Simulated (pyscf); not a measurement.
## H₃C–CH₂–Ga=O, singlet

Gas-phase minimum from PySCF at ωB97X-D3(BJ)/def2-SVP, one conformer. 

```xyz
9

C     -0.9176    -0.7979     1.0100
C     -1.4647    -0.6136    -0.4117
Ga    -0.5202     0.7325    -1.4320
O      0.2836     1.8768    -2.2905
H     -0.9819     0.1326     1.5957
H     -1.4875    -1.5694     1.5521
H      0.1383    -1.1111     1.0033
H     -1.4075    -1.5521    -0.9871
H     -2.5263    -0.3173    -0.3963
```

Bonds (Å): C1–C2 1.534, C1–H5 1.101, C1–H6 1.102, C1–H7 1.101, C2–Ga3 1.935, C2–H8 1.102, C2–H9 1.102, Ga3–O4 1.641. Bond angles (°): C2–C1–H5 111.7, C2–C1–H6 110.8, C2–C1–H7 111.7, H5–C1–H6 107.4, H5–C1–H7 107.4, H6–C1–H7 107.4, C1–C2–Ga3 113.5, C1–C2–H8 111.3, C1–C2–H9 111.3, Ga3–C2–H8 107.0, Ga3–C2–H9 106.9, H8–C2–H9 106.6, C2–Ga3–O4 179.7.

Properties at ωB97X-D3(BJ)/def2-SVP:

- Harmonic wavenumbers, unscaled = 119, 148, 242, 271, 571, 670, 967, 979, 999, 1060, 1254, 1255, 1414, 1444, 1484, 1490, 3067, 3091, 3146, 3157, 3165 cm⁻¹
- Zero-point energy = 42.9 kcal/mol
- Rotational symmetry number = 1
- Entropy of this conformer at 298 K and 1 atm, rigid rotor and harmonic oscillator, modes under 100 cm⁻¹ raised to 100 = 317.5 J/(mol K)
- Dipole moment = 5.65 D

Single-point totals, which compare only within one level (frozen core for MP2 and CC):

```csv
level,total energy (hartree)
ωB97X-D3(BJ)/def2-TZVP,-2079.35555
PBE/def2-TZVP,-2078.86873
r²SCAN/def2-TZVP,-2079.24637
B3LYP-D3(BJ)/def2-TZVP,-2079.40874
PBE0-D3(BJ)/def2-TZVP,-2078.91216
M06-2X/def2-TZVP,-2079.25859
ωB97M-D3(BJ)/def2-TZVP,-2079.40260
HF/def2-TZVPP,-2076.77590
MP2/def2-TZVPP,-2077.61015
CCSD/def2-TZVPP,-2077.61430
CCSD(T)/def2-TZVPP,-2077.65404
```

Soft torsions are taken as harmonic, which can shift the entropy by several J/(mol K). The CCSD(T) − MP2 part came from Ansatz, without density fitting, on the same reference. The frozen core leaves the outer d or s,p core shells of the metals and heavy elements correlated in the MP2 and CC values, and def2-TZVPP describes them poorly, so these totals are far from the basis limit. Elements up to Kr have no core potential and no relativistic terms here.
